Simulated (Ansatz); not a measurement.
CH₄Cl₂OTi, SMILES `[CH3][Ti]([OH])([Cl])[Cl]`, 9 atoms. Total charge 0; spin multiplicity 1. Correlated methods include outer-core shells of Ti, which these sets cover unevenly. Scalar relativity is left out up to krypton. All runs use 4 threads of an Intel Xeon Platinum 8488C on a shared host. Correlated methods freeze the cores.

(1) Give the basis size and wall time and peak host memory of each of these runs in Ansatz. RKS PBE0-D4/def2-SVP energy; RKS B3LYP-D4/def2-TZVPP energy and forces; direct RPA on PBE orbitals/def2-TZVPP energy; RKS B97M-V/def2-TZVPP energy; RKS PBE0-D4/def2-TZVP relaxation (8 steps); RHF-CCSD(T)/def2-TZVPP energy; RHF-CCSD(T)/def2-SVP energy; RKS ωB97M-V/def2-SVP energy; RKS PBE0-D4/def2-TZVP frequencies; RKS ωB97M-V/def2-TZVPP energy and forces; RKS ωB97X-V/def2-TZVPP energy; RKS PBE0-D4/def2-QZVPP energy. (Estimate.)

Results:

(1) Ansatz gave: Other jobs shared the machine, so times are rough.

```
                                level                   job  functions  wall time  peak host memory (GiB)
                 RKS PBE0-D4/def2-SVP                energy        115      1.1 s                    0.29
                 RKS ωB97M-V/def2-SVP                energy        115      4.1 s                    0.44
direct RPA on PBE orbitals/def2-TZVPP                energy        266      4.3 s                    0.71
              RKS B3LYP-D4/def2-TZVPP     energy and forces        266      5.5 s                    0.97
               RKS PBE0-D4/def2-QZVPP                energy        467      7.5 s                     2.1
                RKS B97M-V/def2-TZVPP                energy        266      7.5 s                    0.56
               RKS ωB97X-V/def2-TZVPP                energy        266        8 s                     1.1
                 RHF-CCSD(T)/def2-SVP                energy        115        8 s                    0.61
               RKS ωB97M-V/def2-TZVPP     energy and forces        266       11 s                     1.2
                RKS PBE0-D4/def2-TZVP  relaxation (8 steps)        205       29 s                    0.69
                RKS PBE0-D4/def2-TZVP           frequencies        205      110 s                    0.69
               RHF-CCSD(T)/def2-TZVPP                energy        266    3.2 min                     6.8
```

B3LYP here is the variant with VWN-RPA as its local correlation; programs differ in this.
